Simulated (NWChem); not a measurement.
CH4SeTe; SMILES C[Te][SeH]

```xyz
7

Te     0.3067    -0.8364    -0.0284
C     -1.7870    -1.3593    -0.0096
H     -2.2429    -1.0474     0.9376
H     -1.8399    -2.4535    -0.1086
H     -2.2888    -0.8838    -0.8608
Se     0.0312     1.6740    -0.0350
H     -0.0107     1.8471     1.4300
```
Atoms are numbered in this order, from 1.

Level: PBE0/def2-SVP with def2 effective core potentials on Te (NWChem), optimised geometry, unscaled harmonic frequencies. This build's default masses of Se (78.918 u) and Br (79.917 u) are each other's, which moves their modes by up to 0.6 %. def2 effective core potentials on Te; no spin-orbit coupling.

| frequency (cm⁻¹) | IR intensity (km/mol) |
|---|---|
| 106 | 0.0 |
| 140 | 0.2 |
| 248 | 1.5 |
| 278 | 8.0 |
| 527 | 5.5 |
| 703 | 7.3 |
| 828 | 13.8 |
| 838 | 9.1 |
| 1238 | 7.2 |
| 1421 | 9.2 |
| 1437 | 9.8 |
| 2401 | 13.0 |
| 3076 | 6.3 |
| 3201 | 0.3 |
| 3224 | 0.1 |

The zero-point energy is 28.1 kcal/mol, the thermal correction to the enthalpy at 298.15 K (with zero-point energy) is 32.2 kcal/mol and the heat capacity Cv comes out as 16.9 cal/(mol K). The entropy at 298.15 K and 1 atm (symmetry number 1) is 80.4 cal/(mol K).

Rigid rotor and harmonic oscillator.
